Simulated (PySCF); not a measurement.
InHFBr, SMILES [F][InH][Br]. Heavy atoms are numbered as in [InH:1]([F:3])[Br:4]. Hydrogens are named by the atom that carries them.

Coordinates come from a PBE0-D3(BJ)/def2-TZVP optimisation. The def2 effective core potentials stand for the cores of In; spin–orbit coupling is left out.

Calculation: B3LYP/def2-TZVPD in PySCF.

Mulliken values depend strongly on the basis, most of all with diffuse functions as here. ESP charges are fitted to the potential on shells at 1.4 to 2.0 van der Waals radii. Atomic charges (e), one atom of each kind:

```
atom       ESP fit  Mulliken
---------  -------  --------
In1 (InH)     0.84      0.99
H on In1     -0.14     -0.06
F3           -0.43     -0.54
Br4          -0.27     -0.39
```
